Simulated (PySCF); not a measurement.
FH3OS2Si, SMILES S[Si](O)(F)S.

Geometry: PBE0-D3(BJ)/def2-SVP. This is a generated structure with no PubChem entry under its InChIKey; it may be hypothetical. One conformer was computed; it need not be the lowest.

Level of theory: PBE0-D3(BJ)/def2-SVP (PySCF).

Frequencies are harmonic and unscaled.

Computed normal modes with their intensities:
```csv
mode,ν (cm⁻¹),IR (km/mol),moving atoms (share of kinetic energy)
1,122,19.3,"S 57 %, H 19 %, F 11 %, O 9 %"
2,148,6.9,"H 60 %, O 18 %, F 15 %"
3,193,18.6,"H 50 %, S 19 %, F 18 %"
4,241,24.1,"H 28 %, F 26 %, Si 17 %, S 17 %, O 12 %"
5,248,7.2,"H 37 %, F 22 %, S 18 %, Si 12 %, O 11 %"
6,265,26.5,"H 78 %, S 14 %"
7,287,37.7,"S 33 %, O 30 %, F 17 %, H 13 %"
8,339,83.6,"O 35 %, H 28 %, F 19 %, S 16 %"
9,476,34.3,"S 49 %, Si 22 %, F 11 %, O 10 %, H 9 %"
10,599,166.2,"Si 60 %, S 28 %, H 11 %"
11,727,18.2,"H 82 %, O 10 %"
12,745,27.5,"H 86 %, S 8 %"
13,816,217.9,"H 60 %, O 19 %, F 10 %, Si 9 %"
14,907,152.5,"Si 39 %, F 29 %, H 22 %, O 9 %"
15,961,119.2,"Si 47 %, O 33 %, F 14 %"
16,2711,2.3,H 97 %
17,2717,1.9,H 97 %
18,3910,133.8,H 94 %
```
